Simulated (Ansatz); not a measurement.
Cost and result for the atomization energy of CH5NOSeSi (`N[SiH]1OC[Se]1`) (10 atoms, 10 bonds).

```xyz
10

N     0.350    1.558   -1.173
Si    0.561    0.461    0.090
O     0.292   -1.151   -0.238
C    -0.700   -1.504    0.701
Se   -1.117    0.233    1.598
H     1.109    2.106   -1.541
H    -0.517    1.691   -1.665
H     1.934    0.710    0.585
H    -0.319   -2.213    1.435
H    -1.592   -1.891    0.208
```

Total charge 0; spin multiplicity 1. Correlated methods include outer-core shells of Se, which these sets cover unevenly. Scalar relativity is left out up to krypton. Geometry: relaxed with PBE0-D4/def2-TZVP. It is one conformer, not always the lowest. Program: Ansatz. All runs use 4 threads of an Arm Neoverse V1 on a shared host. Times are those of one run each, without the atoms' runs, and a repeat can differ threefold. Electronic energies, without spin–orbit coupling; frozen cores. CCSD(T)/CBS adds CCSD(T) − MP2 in def2-TZVPP to the MP2 limit, and its time is that of the two runs behind it. T1 = 0.011. With those shells the extrapolation isn't a true limit. B3LYP takes the VWN-RPA correlation (the form of Gaussian; ORCA's B3LYP/G).

CCSD(T)/CBS is a level of theory with its own doubt, some kJ/mol a heavy atom from the limit and from the frozen cores, so smaller differences don't rank the functionals.

```json
{"level": "CCSD(T)/CBS(def2)", "functions": "–", "atomization (kJ/mol)": "3665.9", "difference from CCSD(T)/CBS": "0.0", "per bond": "0.0"}
{"level": "CCSD(T)/def2-TZVPP", "functions": "253", "atomization (kJ/mol)": "3540.1", "difference from CCSD(T)/CBS": "-125.8", "per bond": "-12.6"}
{"level": "B3LYP-D4/def2-TZVPP (with forces)", "functions": "253", "atomization (kJ/mol)": "3642.9", "difference from CCSD(T)/CBS": "-23.0", "per bond": "-2.3"}
{"level": "PBE-D4/def2-TZVPP (with forces)", "functions": "253", "atomization (kJ/mol)": "3733.8", "difference from CCSD(T)/CBS": "67.9", "per bond": "6.8"}
{"level": "MP2/def2-QZVPP", "functions": "480", "atomization (kJ/mol)": "3695.6", "difference from CCSD(T)/CBS": "29.7", "per bond": "3.0"}
{"level": "PBE0-D4/def2-TZVPP", "functions": "253", "atomization (kJ/mol)": "3649.5", "difference from CCSD(T)/CBS": "-16.4", "per bond": "-1.6"}
{"level": "r2SCAN-D4/def2-TZVPP (with forces)", "functions": "253", "atomization (kJ/mol)": "3655.8", "difference from CCSD(T)/CBS": "-10.1", "per bond": "-1.0"}
{"level": "ωB97X-V/def2-TZVPP", "functions": "253", "atomization (kJ/mol)": "3673.7", "difference from CCSD(T)/CBS": "7.8", "per bond": "0.8"}
{"level": "ωB97M-V/def2-TZVPP (with forces)", "functions": "253", "atomization (kJ/mol)": "3661.8", "difference from CCSD(T)/CBS": "-4.1", "per bond": "-0.4"}
{"level": "B2PLYP/def2-TZVPP", "functions": "253", "atomization (kJ/mol)": "3603.2", "difference from CCSD(T)/CBS": "-62.7", "per bond": "-6.3"}
```

Order the runs by time, with rough figures. (Best estimate.)

Ansatz gave: PBE-D4/def2-TZVPP (with forces) 3 s; PBE0-D4/def2-TZVPP 4 s; r2SCAN-D4/def2-TZVPP (with forces) 6.5 s; B3LYP-D4/def2-TZVPP (with forces) 6.5 s; B2PLYP/def2-TZVPP 7.5 s; ωB97X-V/def2-TZVPP 11 s; ωB97M-V/def2-TZVPP (with forces) 15 s; MP2/def2-QZVPP 37 s; CCSD(T)/def2-TZVPP 4.6 min; CCSD(T)/CBS(def2) 5.2 min.

From PBE to PBE0 (25 % exact exchange), in def2-TZVPP and without D4, the atomization energy moves by −80.3 kJ/mol: exact exchange takes away binding that semilocal exchange gives to molecules. In def2-TZVPP, CCSD(T) changes the Hartree–Fock value by +1047.2 kJ/mol (the triples alone add +69.0 kJ/mol) and MP2 by +1128.0 kJ/mol; breaking electron pairs costs correlation energy, which Hartree–Fock lacks. The D4 term adds +41.7 kJ/mol with B3LYP and +21.6 kJ/mol with PBE0; it sums over pairs of atoms, weighted by their polarisabilities, and B3LYP, whose exchange is more repulsive, gets the larger term.
